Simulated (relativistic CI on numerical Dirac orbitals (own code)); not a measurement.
## Hyperfine structure of Gd²⁺, mass number 157

Calculated at this level of theory: Dirac-Coulomb-Breit CI, separate exchange-only KLI orbitals for each configuration, model QED (radiative potential, 1s self-energy scaled to tabulated hydrogen-like ionisation energies), valence Slater integrals scaled by 0.85, P86 correlation energy added to each configuration (own radial code, finite nucleus).

Configuration list (outside the closed core [Xe]): 4f7 5d, 4f8, 4f6 6s2, 4f6 7s2. The list is cut by size and lacks configurations that can hold low levels.

Nuclear spin I = 3/2, μ = -0.3398 μN, Q = 1.35 b (tables of Stone and Pyykkö). The electronic factors are computed for point nuclear moments, without core polarisation; leaving it out makes A of s and p electrons in near-neutral atoms 20 to 40 % too small, and it can dominate for d and f shells.

| Level | E (cm⁻¹) | A (MHz) | B (MHz) |
| --- | --- | --- | --- |
| 4f7 5d 9D°_2 | 0.0 | 73.95 | 207 |
| 4f7 5d 9D°_3 | 235.1 | 5.861 | -464 |
| 4f7 5d 9D°_4 | 579.6 | -17.75 | -410 |
| 4f7 5d 9D°_5 | 1075.2 | -24.35 | 30.6 |
| 4f7 5d 9D°_6 | 1802.1 | -19.63 | 658 |
| 4f7 5d 7D°_5 | 11452.7 | -32.2 | 717 |
| 4f7 5d 7D°_4 | 11616.7 | -23.99 | 59.3 |
| 4f7 5d 7D°_3 | 11822.4 | -13.11 | -318 |

Levels with J = 0, under 50 % of one LS term, or S terms without an open s electron are left out. Small factors come from cancelling terms and can be off by tens of per cent or more.

Correlation outside the listed configurations is missing or only estimated: errors of thousands of cm⁻¹ between configurations and terms are usual at this charge. Rates and lifetimes follow the computed energies and can be off by large factors. The fine structure of a lone outer electron comes out too small, for d and f at times inverted, and misplaced configurations move strength between like terms. 11 of the 18 excited levels that our extract of the measured tables holds in this range could be paired (the sources list more); they are missed by 8122 cm⁻¹ on average and 16592 at most, and levels without a partner can miss by more. Some levels of the ground configuration have no partner and can miss by 10 % or more.

(1) Give the hyperfine levels of 4f7 5d 9D°_2 relative to its centre of gravity.

Answers

(1) With K = F(F + 1) − I(I + 1) − J(J + 1), E = AK/2 + B[¾K(K + 1) − I(I + 1)J(J + 1)]/[2I(2I − 1)J(2J − 1)]: F = 1/2: -151.9, F = 3/2: -221.8, F = 5/2: -166.1, F = 7/2: 273.5 MHz.

LS names give the leading component of a level, which can be under half, so a name can repeat, a term be missing and a line seem to break the LS rules.
